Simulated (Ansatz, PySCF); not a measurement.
This PySCF input computes a CAM-B3LYP/def2-TZVPD energy:

```python
from pyscf import gto, scf, dft

mol = gto.M(
    atom='''
    Sn   -0.00000000   -0.00000000   -0.00000000
    H     0.62512032   -0.47874728    1.49682175
    H    -0.36569028    1.62694844   -0.28241660
    H    -0.25943004   -1.14820116   -1.21440515
    ''',
    basis='def2-tzvpd',
    ecp='def2-tzvp',
    charge=1,
    spin=0,
    verbose=4,
)

mf = dft.RKS(mol, xc='camb3lyp').density_fit(auxbasis='def2-universal-jkfit')
mf.grids.level = 3
mf.conv_tol = 1e-9
mf.max_cycle = 100
mf.max_memory = 1500
mf.kernel()
if not mf.converged:
    mf = mf.newton()
    mf.kernel(mf.make_rdm1())
mf.analyze()
```

Write an input for the same energy in Ansatz (a program for electronic structure) and say what it gives.


Ansatz 0.2 input:
```yaml
crystal:
  periodic: [false, false, false]
  atoms:
    - {symbol: Sn, position_ang: [-0.00000000, -0.00000000, -0.00000000]}
    - {symbol: H, position_ang: [0.62512032, -0.47874728, 1.49682175]}
    - {symbol: H, position_ang: [-0.36569028, 1.62694844, -0.28241660]}
    - {symbol: H, position_ang: [-0.25943004, -1.14820116, -1.21440515]}
basis:
  gaussian:
    orbitals: def2-TZVPD
hamiltonian:
  xc: {name: CAM-B3LYP}
total_charge: 1
output: {forces: true}
```
It gives -215.74085 Eh, and PySCF -215.74088 Eh, a difference of 0.03 mEh, from the treatment of integrals and grids.
